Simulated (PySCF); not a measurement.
A PySCF script (with the pyscf-properties extension) for the NMR shieldings of `P[Si@H](C#CCC)C`, C₅H₁₁PSi, on a GFN2-xTB geometry:

```python
import basis_set_exchange as bse
import numpy as np
from pyscf import gto, dft
from pyscf.prop import nmr

atoms = """
C     3.099042    0.347192    0.734263
C     2.342745   -0.974295    0.586054
C     0.926054   -0.743830    0.391538
C    -0.253010   -0.542095    0.233031
Si   -2.043885   -0.122302    0.037124
C    -2.649606   -0.626239   -1.694387
P    -2.395351    2.094262    0.282368
H     4.160109    0.158891    0.881808
H     2.973497    0.957718   -0.157070
H     2.721538    0.906064    1.587579
H     2.732594   -1.535440   -0.268492
H     2.477020   -1.584780    1.484086
H    -2.798047   -0.805503    1.101403
H    -2.095408   -0.113815   -2.475849
H    -2.535112   -1.694006   -1.849738
H    -3.700247   -0.379287   -1.818354
H    -1.645481    2.189062    1.440230
H    -1.325211    2.474722   -0.507251
"""
names = dict.fromkeys(["C", "Si", "P", "H"], "pcSseg-1")
basis = {el: gto.basis.parse(bse.get_basis(n, elements=[el], fmt="nwchem")) for el, n in names.items()}
mol = gto.M(atom=atoms, basis=basis, charge=0, verbose=0)
mf = dft.RKS(mol, xc="PBE0")
mf.grids.level = 2
mf.grids.alignment = dft.numint.BLKSIZE   # the property module wants whole blocks of grid points
mf.conv_tol = 1e-9
mf.kernel()

calc = nmr.RKS(mf)   # GIAO
C = mf.mo_coeff
Co = C[:, mf.mo_occ > 0]
resp = mf.gen_response(singlet=True, hermi=2)
def vind(x):   # induced exchange potential for any number of trial vectors
    d = np.einsum("pi,xij,qj->xpq", C, 2 * x.reshape(-1, C.shape[1], Co.shape[1]), Co, optimize=True)
    return np.einsum("xpq,pi,qj->xij", resp(d - d.transpose(0, 2, 1)), C, Co, optimize=True).ravel()
mo1, _ = nmr.rhf.solve_mo1(calc, with_cphf=vind)
sigma = calc.kernel(mo1)
for i, s in enumerate(sigma):   # ppm
    print("%2d %-2s %9.2f" % (i, mol.atom_pure_symbol(i), np.trace(s) / 3))
```

Task: Give the expected output.

Result: 
```
 0 C     170.54
 1 C     170.17
 2 C      65.79
 3 C      99.46
 4 Si    395.18
 5 C     188.09
 6 P     591.77
 7 H      30.63
 8 H      30.44
 9 H      30.43
10 H      29.34
11 H      29.31
12 H      26.95
13 H      31.39
14 H      31.20
15 H      31.58
16 H      30.41
17 H      30.51
```

These numbers come from an equivalent density-fitted implementation of the same equations, which agrees with the script to about 0.01 ppm for H and up to a few tenths of a ppm for heavy atoms, so last digits may differ.

Task: Turn these shieldings into chemical shifts. Scale: TMS for ¹³C (186.93 ppm), ²⁹Si (349.16 ppm), ¹H (31.72 ppm); ³¹P (318.38 ppm) against H3PO4 (reference shieldings calculated alike).

Result: Averaging equivalent atoms: C 2: 121.1; C 3: 87.5; C 1: 16.8; C 0: 16.4; C 5: -1.2; Si 4: -46.0; P 6: -273.4; H 12: 4.77; H 11: 2.40; H 10: 2.38; H 16/17: 1.26; H 7/8/9: 1.22; H 13/14/15: 0.33 ppm. Experimental scales use liquid or dissolved standards, which lie at an offset from isolated H3PO4.

Size and cost of the density-fitted run: 188 basis functions, 26 s wall time on 1 thread of an Arm Neoverse V2, shared host; peak memory 0.83 GiB.
